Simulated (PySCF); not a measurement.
tin monoxide (OSn), SMILES [O]=[Sn] (connectivity only; charge and spin as stated), neutral, multiplicity 1.

The structure is a stationary point at PBE0-D3(BJ)/def2-TZVP. The def2 effective core potentials stand for the cores of Sn; spin–orbit coupling is left out.

Calculation: PBE0-D3(BJ)/def2-TZVP run with PySCF 2.14.0.

Frequencies are harmonic and unscaled.

```tsv
mode	ν (cm⁻¹)	IR (km/mol)	moving atoms (share of kinetic energy)
1	873	72.4	O 88 %, Sn 12 %
```
